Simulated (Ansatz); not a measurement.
`[CH3][SnH]([NH2])[Cl]` + H–F → `[NH2][SnH]([F])[Cl]` + CH₄ at 400 K and 1 bar (ligand exchange at the Sn–C bond).

Computed with Ansatz on PBE0-D4/def2-TZVP structures; ΔE is electronic, products minus reactants. CCSD(T)/CBS is the MP2 limit (def2-TZVPP, def2-QZVPP) plus CCSD(T) − MP2 in def2-TZVPP, frozen cores. This one scheme is used for every species. def2 core potentials past Kr. For Sn outer-core shells are correlated without core-valence functions, which leaves a few kJ/mol of doubt a bond. Each species was taken in one conformer, which may not be the lowest.

```tsv
species	CCSD(T)/CBS energy (Eh)	H − E (kJ/mol)	S (J/(mol·K))
`[CH3][SnH]([NH2])[Cl]`	-770.22867	217.3	412.8
H–F	-100.39570	36.5	182.2
`[NH2][SnH]([F])[Cl]`	-830.19021	123.3	380.9
CH₄	-40.46206	131.3	197.2
```

H − E and S are ideal-gas, rigid-rotor, harmonic terms from PBE0-D4/def2-TZVP, for one conformer and one mirror image of each species. 1 Eh = 2625.50 kJ/mol, R = 8.31446 J/(mol·K).

Problem. By hand: ΔE, ΔH, ΔS and ΔG.

Solution. ΔE = (-830.19021) + (-40.46206) − (-770.22867) − (-100.39570) = -0.02790 Eh = -73.3 kJ/mol. Δ(H − E) = 123.3 + 131.3 − 217.3 − 36.5 = 0.8, so ΔH = -72.5 kJ/mol. ΔS = 380.9 + 197.2 − 412.8 − 182.2 = -16.9 J/(mol·K). ΔG = -72.5 − 400 × (-16.9)/1000 = -65.7 kJ/mol.

Problem. By hand: the equilibrium constant, and the temperature at which ΔG would vanish if ΔH and ΔS stayed fixed.

Solution. log₁₀ K = −ΔG/(RT ln 10) = 8.6. ΔG = 0 at ΔH/ΔS = 4290 K, far beyond where these terms or the molecules hold.

ΔH outweighs TΔS. A doubt of 5 kJ/mol in ΔE shifts log₁₀ K by 0.7 here. Other conformers and mirror images would add mixing entropy, several J/(mol·K) or more a flexible species. These are equilibria of isolated gas molecules and say nothing of rates. Largest T1 diagnostic: 0.013 (customary marks: 0.02 for closed shells, 0.045 for open ones).
